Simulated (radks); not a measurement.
Pt IV, 75 electrons, occupied as [Xe] 4f14 5d(up 4, down 3) (spins set by hand, not the high-spin state).

All-electron calculation, scalar-relativistic Kohn-Sham, r2SCAN, spin-polarised, spherical densities, finite nucleus; meta-GGA in the generalised Kohn-Sham scheme; Fermi nuclear charge, rms radius 5.427 fm. Program: a radial shooting solver on a logarithmic mesh with Libxc functionals.

Energy parts (hartree):
| part | energy |
|---|---|
| total | -18409.5033 |
| kinetic | 20522.9797 |
| electron-nucleus | -45643.6970 |
| Hartree | 7064.8466 |
| exchange-correlation | -353.6326 |

Orbitals (lengths in bohr, moments of r in powers of bohr; r(90%) holds 90 % of the orbital's charge):
\begin{tabular}{lrrr}
orbital & occ. & eigenvalue (hartree) & r(90%) \\ \hline
1s up & 1 & -2886.015 & 0.0313 \\
1s down & 1 & -2886.016 & 0.0313 \\
2s up & 1 & -509.1164 & 0.112 \\
2s down & 1 & -509.1122 & 0.112 \\
2p up & 3 & -441.3717 & 0.106 \\
2p down & 3 & -441.3684 & 0.106 \\
3s up & 1 & -120.9879 & 0.274 \\
3s down & 1 & -120.9873 & 0.274 \\
3p up & 3 & -101.1699 & 0.281 \\
3p down & 3 & -101.1691 & 0.281 \\
3d up & 5 & -79.62010 & 0.264 \\
3d down & 5 & -79.61758 & 0.264 \\
4s up & 1 & -27.25998 & 0.595 \\
4s down & 1 & -27.25656 & 0.595 \\
4p up & 3 & -20.73213 & 0.640 \\
4p down & 3 & -20.72916 & 0.640 \\
4d up & 5 & -12.75833 & 0.698 \\
4d down & 5 & -12.75475 & 0.698 \\
4f up & 7 & -3.91540 & 0.832 \\
4f down & 7 & -3.91002 & 0.831 \\
5s up & 1 & -5.12694 & 1.36 \\
5s down & 1 & -5.10303 & 1.36 \\
5p up & 3 & -3.41223 & 1.59 \\
5p down & 3 & -3.38222 & 1.58 \\
5d up & 4 & -1.44610 & 2.23 \\
5d down & 3 & -1.41178 & 2.24 \\
\end{tabular}

The highest occupied level is 5d down at -38.417 eV. The electron density at the nucleus is 2.116e+06 e/bohr^3 (large components only).
